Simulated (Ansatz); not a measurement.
Reaction: BP2H5 (SMILES PBP) → BP2H4 (SMILES P[B]P, doublet) + H (doublet) (the B-H bond breaks)
Each species at its own B3LYP-D3(BJ)/def2-TZVP minimum (Ansatz, a first-principles code).

Property: bond dissociation energy (electronic), in kcal/mol. UHF or UKS for unpaired electrons; spin-orbit terms are left out. CBS(X,Y): correlation extrapolated as X^-3, Hartree-Fock from the larger set. A bracket is a step between two methods taken in the basis named. The functionals are non-relativistic, so their misses hold any scalar relativity. Double hybrids freeze cores in their MP2 part. '+ core + X2C': CCSD(T) terms for core correlation (cc-pwCVTZ, 1s frozen past Ne) and scalar relativity (cc-pVTZ-DK). Where a partner has so few electrons that a lower coupled-cluster level is exact, that level stands in.

CCSD(T)/CBS(cc-pV(T+d)Z,cc-pV(Q+d)Z) + [CCSDT(Q) - CCSD(T)]/cc-pV(D+d)Z + core + X2C (Ansatz) gives 104.9 kcal/mol.

Question: How far off this value is PBE/def2-TZVPD (Ansatz), in which direction, and which of these levels come nearer: r2SCAN/def2-TZVPD, B3LYP/def2-TZVPD, PBE0/def2-TZVPD, wB97M-V/def2-TZVPD, B2PLYP/def2-TZVPD, CCSD(T)/CBS(cc-pV(T+d)Z,cc-pV(Q+d)Z) + core + X2C?

Answer: PBE gives 98.8 kcal/mol, 6.1 kcal/mol below it. Differences of the others: r2SCAN/def2-TZVPD (Ansatz) -6.1; B3LYP/def2-TZVPD (Ansatz) -2.3; PBE0/def2-TZVPD (Ansatz) -5.1; wB97M-V/def2-TZVPD (Ansatz) 0.4; B2PLYP/def2-TZVPD (Ansatz) -2.2; CCSD(T)/CBS(cc-pV(T+d)Z,cc-pV(Q+d)Z) + core + X2C (Ansatz) 0.2 kcal/mol. Nearer than PBE: B3LYP/def2-TZVPD, PBE0/def2-TZVPD, wB97M-V/def2-TZVPD, B2PLYP/def2-TZVPD, CCSD(T)/CBS(cc-pV(T+d)Z,cc-pV(Q+d)Z) + core + X2C.
